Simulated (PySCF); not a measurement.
## Configurations of PmO

Unrestricted PBE0; basis Pm x2c-TZVPall, O x2c-TZVPall; spin-free X2C with a Gaussian nucleus; PySCF 2.14. The search starts from ions with several 4f fillings and holds each by maximum overlap.

The lowest solution has 2Ms+1 = 6, about 4.5 4f electrons, near 1.79 Å.

The lowest solution of each spin and filling, followed along the bond (rough minima from three points):

```
2Ms+1  4f population  ⟨S²⟩ at the start  R at minimum (Å)  Te (eV)
    6           4.48               8.80              1.79     0.00
    4           4.26               4.79              1.79     0.13
    6           4.80               8.80              1.81     0.40
```

Solutions at the starting distance of 1.969 Å, counted from the lowest; the search is not exhaustive:

| 2Ms+1 | 4f population | E (eV) | ⟨S²⟩ | ⟨Lz²⟩ | μ (D) |
| --- | --- | --- | --- | --- | --- |
| 6 | 4.48 | 0.00 | 8.80 | 11.0 | -5.28 |
| 6 | 4.25 | 0.04 | 8.80 | 9.0 | -4.92 |
| 4 | 4.26 | 0.20 | 4.79 | 9.0 | -4.81 |
| 6 | 4.80 | 0.24 | 8.80 | 7.4 | -6.21 |
| 4 | 4.25 | 0.27 | 4.79 | 11.5 | -4.87 |
| 6 | 4.95 | 0.37 | 8.77 | 7.8 | -8.11 |
| 6 | 5.00 | 0.42 | 8.77 | 4.1 | -8.22 |
| 6 | 4.91 | 0.43 | 8.77 | 10.2 | -7.57 |
| 6 | 4.19 | 1.15 | 8.79 | 13.0 | -7.88 |
| 6 | 4.18 | 1.18 | 8.79 | 16.0 | -7.97 |
| 4 | 4.22 | 1.51 | 4.74 | 13.0 | -7.76 |
| 4 | 4.46 | 1.62 | 4.76 | 10.0 | -4.88 |
| 6 | 4.27 | 1.73 | 8.80 | 12.5 | -4.21 |

Partly filled real f orbitals mix terms, so no term symbols are given. A population far from a whole number shows f orbitals mixing with d and ligand orbitals, not a clean configuration. A positive dipole means Pm(−)O(+).

Spin–orbit coupling is left out. Counting both spins, an empty level lies below a filled one in some of these solutions, because spin and occupation are held. With d or f electrons several states lie close, and the lowest PBE0 determinant need not be the measured ground state.
